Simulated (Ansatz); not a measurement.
Reaction (atomization): `CC/C=C/C(C)(C)C` → 8 C• + 16 H•

Computed with Ansatz on PBE0-D4/def2-TZVP structures; ΔE is electronic, products minus reactants. CBS: MP2 limit from def2 TZ/QZ plus the TZ coupled-cluster correction, frozen cores. This one scheme is used for every species, atoms too. Functionals use def2-TZVPP. No spin–orbit coupling; open shells (•) take unrestricted orbitals. Spin–orbit coupling would lower the free atoms: a little for C. Each species was taken in one conformer, which may not be the lowest.

`CC/C=C/C(C)(C)C`:

Cartesian coordinates in Å:
```
C -0.937 3.370 -0.285
C 0.043 2.538 0.535
C 0.274 1.185 -0.054
C 0.000 0.039 0.556
C 0.190 -1.356 0.024
C 0.764 -1.370 -1.386
C -1.170 -2.059 0.026
C 1.137 -2.104 0.966
H -1.064 4.368 0.143
H -0.585 3.491 -1.313
H -1.917 2.889 -0.325
H -0.321 2.433 1.561
H 0.998 3.074 0.597
H 0.681 1.173 -1.063
H -0.413 0.080 1.565
H 0.105 -0.856 -2.091
H 1.745 -0.889 -1.423
H 0.885 -2.400 -1.731
H -1.067 -3.099 -0.299
H -1.609 -2.062 1.027
H -1.870 -1.557 -0.647
H 1.256 -3.144 0.647
H 2.124 -1.635 0.981
H 0.751 -2.108 1.989
```

```json
{"level": "BHLYP-D4", "ΔE (kcal/mol)": "2289.9"}
{"level": "PBE-QIDH", "ΔE (kcal/mol)": "2338.5"}
```

**Question.** What does CCSD(T)/CBS give? (Estimate.)

**Answer.** The calculation gave: +2336.6 kcal/mol. The listed levels differ from it by -46.7, 1.9 kcal/mol.

Largest T1 diagnostic among the species: 0.009.

From PBE to PBE0 (25 % exact exchange), in def2-TZVPP and without D4, ΔE moves by −23.2 kcal/mol: exact exchange takes away binding that semilocal exchange gives to molecules. The D4 term adds +19.9 kcal/mol with B3LYP and +10.7 kcal/mol with PBE0; it sums over pairs of atoms, weighted by their polarisabilities, and B3LYP, whose exchange is more repulsive, gets the larger term. In def2-TZVPP, CCSD(T) changes the Hartree–Fock value by +515.7 kcal/mol (the triples alone add +28.3 kcal/mol) and MP2 by +539.2 kcal/mol; breaking electron pairs costs correlation energy, which Hartree–Fock lacks.

B3LYP here is the variant with VWN-RPA as its local correlation; programs differ in this.

For atomizations the MP2-based limit and the directly extrapolated one differ by several kJ/mol either way, and by 10 to 25 for some Ge, Se and Sn compounds, so smaller differences from it don't rank the levels.
